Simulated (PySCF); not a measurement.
PySCF 2.14 output of an unrestricted LDA calculation on a single atom or ion in aug-cc-pVTZ-DK (7s6p4d2f, 59 functions), with the spin-free X2C one-electron Hamiltonian (Gaussian nucleus):

```
SCF conv_tol = 1e-09
number electrons alpha = 18  beta = 15
    P. A. M. Dirac.,  Math. Proc. Cambridge Philos. Soc. 26, 376 (1930)
    F. Bloch.,  Z. Phys. 57, 545 (1929)
    S. H. Vosko, L. Wilk, and M. Nusair.,  Can. J. Phys. 58, 1200 (1980)
cycle= 1 E= -2256.94999607604  delta_E= -0.0128  |g|= 0.169  |ddm|= 0.544
cycle= 2 E= -2256.95110347578  delta_E= -0.00111  |g|= 0.141  |ddm|= 0.25
cycle= 3 E= -2256.95444440694  delta_E= -0.00334  |g|= 0.00658  |ddm|= 0.107
cycle= 4 E= -2256.95446578232  delta_E= -2.14e-05  |g|= 0.000101  |ddm|= 0.0132
cycle= 5 E= -2256.95446578117  delta_E= 1.15e-09  |g|= 9.11e-06  |ddm|= 0.000661
cycle= 6 E= -2256.95446578117  delta_E= -4.09e-12  |g|= 1.18e-06  |ddm|= 7.04e-05
converged SCF energy = -2256.95446578117  <S^2> = 3.7504745  2S+1 = 4.0002372
```

The run itself started from symmetry-adapted Hartree-Fock orbitals and held the occupation by maximum overlap, on a logarithmic radial grid, so the iterations belong to that start.

Q: Which element, charge and spin multiplicity is this?

A: As (arsenic, neutral), multiplicity 4; the state was [Ar] 3d10 4s2 4p2 4d1, one real determinant (an excited configuration).

⟨L²⟩ = 7.98 against 12 for a pure F term, so this real determinant mixes terms. The outer electron is Rydberg-like, and this basis confines it to a smaller radius and binds it less than a complete one would. At LDA the highest occupied level has a positive energy, so only the finite basis holds that electron; for this excited configuration the basis is too tight for the outer shell.
